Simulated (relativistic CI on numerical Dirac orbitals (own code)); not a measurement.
Spin-allowed bands of a d7 ion in an octahedral site, by hand

Problem. Take Δ = 11700 cm⁻¹ and B = 740 cm⁻¹ for a high-spin d7 ion in an octahedral site. Calculate the three spin-allowed bands.

Working.
1. The terms of highest spin are 4F (energy 0) and 4P (15B = 11100 cm⁻¹). Here the F term splits into A2 at +1.2Δ = 14040, T2 at +0.2Δ = 2340 and T1 at −0.6Δ = -7020 cm⁻¹.
2. The two T1 states mix through the element 0.4Δ: H = [[-7020, 4680], [4680, 11100]], with roots ½(H₁₁ + H₂₂) ∓ ½√[(H₂₂ − H₁₁)² + 4H₁₂²] = ½(4080) ∓ ½(20395) = -8157 and 12237 cm⁻¹.
3. The ground term is 4T1 at -8157 cm⁻¹.
4. Bands: 4T2 10497 cm⁻¹ (953 nm), 4T1(P) 20395 cm⁻¹ (490 nm), 4A2 22197 cm⁻¹ (451 nm).

Check. Exact diagonalisation of the whole d7 shell with these parameters gives 4T2 10497, 4T1 20395, 4A2 22197 cm⁻¹. The match is exact, since without spin-orbit coupling no other term has this spin. The ratio of the second band to the first, 1.943, depends on Δ/B = 15.8 alone, which is how a Tanabe-Sugano diagram is read.
